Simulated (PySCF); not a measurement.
Spinor energies of Cu⁺ (copper, charge +1)

Start: [Ar] 3d9 4p1; 3d3/2 filled at m_j = -3/2, -1/2, +1/2, +3/2; 3d5/2 filled at m_j = -3/2, -1/2, +1/2, +3/2, +5/2; 4p3/2 filled at m_j = +3/2. Calculated with PySCF 2.14 in x2c-SVPall-2c with one added diffuse shell each of s, d type (6s5p4d1f, 48 functions): generalised Hartree-Fock with the X2C-1e Hamiltonian and a Gaussian nucleus; one run each with spin-orbit coupling (SO) switched off, then screened by Boettger's factors. This is a chosen level, not necessarily the ground level.

```
spinor shell  electrons  ε, spin-free (eV)  ε, screened SO (eV)  weight of nominal j (screened SO)  rms radius, screened SO (bohr)
       1s1/2          2            -9062.3              -9062.2                              1.000                          0.0602
       2s1/2          2            -1150.9              -1150.9                              1.000                           0.254
       2p1/2          2            -991.97              -1006.3                              0.999                           0.226
       2p3/2          4            -991.97              -984.93                              1.000                           0.229
       3s1/2          2            -156.98              -156.97                              1.000                           0.765
       3p1/2          2            -107.97              -110.93                              0.951                           0.811
       3p3/2          4            -107.97              -106.50                              0.975                           0.818
       3d3/2          4            -29.940              -30.546                              0.812                            1.03
       3d5/2          5            -29.940              -29.463                              0.849                            1.05
       4p3/2          1            -10.555              -10.515                              1.000                            2.90
```

```tsv
quantity	spin-free	screened SO
E (hartree)	-1652.35804	-1652.39057
M_J	4	4
⟨J²⟩	20.009	20.009
⟨L²⟩	12.007	12.008
⟨S²⟩	2.002	2.003
```

Each row is a mean over spinors that exchange with the open shell spreads, by up to 7.570 eV (3p3/2).

Rows whose weight is well below 1 are mixtures of j = l ± 1/2: exchange outweighs spin-orbit coupling there, and the label is only the starting occupation.

Without spin-orbit coupling the j labels of p, d and f shells carry no meaning; the spin-free column gives the mean over the occupied spinors of each nl shell.
